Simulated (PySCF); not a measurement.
C4H6F2OSi.
Numbering: `[F:1][C:2]([F:3])=[C:4]1[CH2:5][CH2:6][O:7][SiH2:8]1`

NICS is the negative of the GIAO shielding at a point without a nucleus: at the ring centre (0) and 1 Å above and below it (1); zz is the component along the ring normal. Level: GIAO PBE0/pcSseg-1 (PySCF, non-relativistic, gas phase) on the GFN2-xTB geometry, one conformer.

Ring bond lengths (Å), with Mayer bond orders in brackets: C4–C5 1.501 (1.00), C5–C6 1.535 (1.03), C6–O7 1.409 (0.88), O7–Si8 1.633 (1.00), Si8–C4 1.890 (0.80).

Q: Give the NICS values of each ring in ppm.

A: 
```csv
ring,type,NICS(0),"NICS(1), two faces","NICS(1)zz, two faces",rms pucker (Å),"centre to ring atoms, mean (Å)"
C4–C5–C6–O7–Si8,5-membered ring with O and Si; formal bonds all single,-5.5,-2.8 / -2.7,-3.4 / -3.3,0.12,1.34
```

Q: What can be read from them?

A: 
- C4–C5–C6–O7–Si8: mean NICS(1)zz -3.4 ppm, shielded. C5, C6, Si8 have four or more neighbours, so the value isn't read as a sign of a π ring current.

Q: What field does 14.1 T along the ring normal induce along that normal at the second NICS(1) probe listed for ring C4–C5–C6–O7–Si8, 1 Å off the ring?

A: NICSzz × B0 = -3.3 ppm × 14.1 T = -47 μT, against the applied field.

Q: List the ring angles and the Hirshfeld charges of the ring atoms.

A: 
- C4–C5–C6–O7–Si8: C4 107.0° (-0.150 e), C5 106.6° (-0.074 e), C6 110.2° (+0.012 e), O7 116.0° (-0.239 e), Si8 92.5° (+0.404 e); sum 532.3° against 540° for a flat convex ring.

Q: What are the shieldings of the ring atoms and their hydrogens in the same run (means over atoms taken as equivalent)?

A: 
| atoms | environment | σ isotropic (ppm) | principal values of the symmetric part, first atom (ppm) |
| --- | --- | --- | --- |
| C4 | fully substituted alkene carbon | 103.1 | 49.5, 113.5, 146.4 |
| C5 | allylic carbon | 156.0 | 136.5, 163.9, 167.7 |
| C6 | sp3 carbon bound to oxygen | 114.9 | 72.3, 109.8, 162.7 |
| O7 | silyl ether oxygen | 306.3 | 255.1, 283.9, 379.8 |
| Si8 | oxygen-bound silicon | 363.2 | 322.6, 331.0, 436.0 |
| H on C5 (×2) | methylene hydrogen | 29.09 | 23.9, 27.5, 35.6 |
| H on C6 (×2) | methylene hydrogen | 27.36 | 22.1, 26.4, 32.9 |
| H on Si8 (×2) | Si–H hydrogen | 26.43 | 22.9, 24.3, 32.2 |
